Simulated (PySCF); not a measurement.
NICS in rings of unrelated molecules.

NICS = −σ at a ghost point: NICS(0) at the centroid of the ring atoms, NICS(1) 1 Å to either side along the normal of their mean plane, zz for the tensor component along that normal. Level: GIAO PBE0/pcSseg-1 (PySCF, non-relativistic, gas phase) on the GFN2-xTB geometries, one conformer each. Atom numbers follow the mapped SMILES.

Task: Order these rings by mean NICS(1)zz, lowest (most negative) first (ppm).
A. ring C1–C2–C3–C7–O8 in `[cH:1]1[cH:2][c:3]2[o:4][cH:5][cH:6][c:7]2[o:8]1`
B. ring Si4–O5–Si6–C7–C8 in `[CH3:1][CH2:2][CH2:3][Si@H:4]1[O:5][SiH2:6][CH:7]=[C:8]1[CH3:9]`
C. ring C6–C7–C8–C9–S10 in `[CH3:1][CH:2]([CH3:3])[CH2:4][PH:5][c:6]1[cH:7][cH:8][cH:9][s:10]1`
D. ring P4–C6–C7–S8–C9–C10 in `[CH:1]#[C:2][CH2:3][P:4]1(=[CH2:5])[CH2:6][CH2:7][S:8][CH2:9][CH2:10]1`
E. ring C3–C4–C6–P7–C10 in `[CH2:1]=[CH:2][C:3]1=[C:4]([CH3:5])[CH2:6][P@:7]([CH3:8])(=[S:9])[CH2:10]1`
F. ring C2–Si3–C4 in `[CH2:1]=[C:2]1[SiH2:3][C@H:4]1[C:5]#[C:6][CH3:7]`
G. ring C2–O7–C8 in `[CH3:1][C@@:2]1([O:3][CH:4]([F:5])[F:6])[O:7][C@@H:8]1[C:9]#[N:10]`

Result: C (-25.4), A (-24.2), G (-18.5), F (-13.4), B (-2.2), E (-1.0), D (5.0).

```csv
SMILES,ring,NICS(0),NICS(1),NICS(1)zz,HOMA,rms pucker (Å),ring atoms with four or more neighbours
CC(C)CPc1cccs1,5-membered ring with S; formal bonds all aromatic,-11.8,-10.9,-25.4,0.79,0.01,0
c1cc2occc2o1,5-membered ring with O; formal bonds all aromatic,-12.1,-9.8,-24.2,0.48,0.00,0
C[C@@]1(OC(F)F)O[C@@H]1C#N,3-membered ring with O; formal bonds all single,-45.5,-6.7,-18.5,–,0.00,2
C=C1[SiH2][C@H]1C#CC,3-membered ring with Si; formal bonds all single,-15.9,-7.2,-13.4,–,0.00,2
CCC[Si@H]1O[SiH2]C=C1C,"5-membered ring with O and 2 Si; formal bonds 1 double, 4 single",-3.6,-2.9,-2.2,–,0.01,2
C=CC1=C(C)C[P@](C)(=S)C1,"5-membered ring with P; formal bonds 1 double, 4 single",-2.8,-3.5,-1.0,–,0.14,3
C#CCP1(=C)CCSCC1,6-membered ring with P and S; formal bonds all single,-2.6,-1.9,5.0,–,0.31,5
```

NICS(0) gives another order. The isotropic NICS(1) gives another order. HOMA uses Krygowski's 1993 parameters; it is left out where a ring has a four-coordinate atom, a triple bond, no multiple bond or a kind of bond without parameters. NICS(1) and NICS(1)zz are means over the two faces.
